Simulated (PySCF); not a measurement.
CF2, SMILES [C](F)F (connectivity only; charge and spin as stated), charge +1, multiplicity 2.

Geometry optimised at PBE0-D3(BJ)/def2-TZVP. The isomer is the one that the SMILES or the coordinates give; other isomers of the formula were not compared.

Two levels are set side by side: PBE/def2-TZVPD (PySCF) and r2SCAN/def2-TZVPD (PySCF). Same geometry, gas phase. Differences are taken from unrounded values.

```
quantity                     r2SCAN
---------------------------  ------
α-spin orbital gap (eV)        4.93
β-spin orbital gap (eV)        7.90
mean polarisability (bohr³)    11.1
```

What does PBE give, and how far is it from r2SCAN? (The exact figures need the calculation; the answer reports its results.)


```json
[
 {"quantity": "α-spin orbital gap (eV)", "PBE": "4.09", "PBE minus r2SCAN": "-0.84"},
 {"quantity": "β-spin orbital gap (eV)", "PBE": "6.60", "PBE minus r2SCAN": "-1.30"},
 {"quantity": "mean polarisability (bohr³)", "PBE": "11.6", "PBE minus r2SCAN": "0.5"}
]
```

Rough cost on one machine, each run with all the roots and properties that it gave: r2SCAN against PBE about 3 times.
